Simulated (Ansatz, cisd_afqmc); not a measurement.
Species: As, charge 0, quartet.

Total energies in def2-TZVPP, 5 correlated electrons, 14 frozen orbitals. Radicals and triplets start from unrestricted determinants; spin-orbit coupling is neglected. Cores are frozen in correlated methods (noble-gas shells, and filled d and f shells in the p block). No relativity. AFQMC/CISD: phaseless, guided by CISD from CCSD amplitudes; bars are statistical, one sigma. Outlying blocks are dropped, and bars are widened where a walk drifts. Over all cases where full CI ran beside it in this data, AFQMC minus full CI had a median of +0.1 mEh and passed +0.4 mEh in a tenth of the cases.

```tsv
method	program	energy (Eh)	minus CCSDTQ (mEh)
HF	Ansatz	-2234.19417	89.41
MP2	Ansatz	-2234.26588	17.69
CCSD	Ansatz	-2234.28007	3.51
CCSD(T)	Ansatz	-2234.28293	0.65
CCSDT(Q)	Ansatz	-2234.28356	0.01
CCSDTQ	Ansatz	-2234.28358	0.00
AFQMC/CISD	cisd_afqmc	-2234.2834 ± 0.0001	0.2 ± 0.1
```

Ansatz is a program for electronic structure.
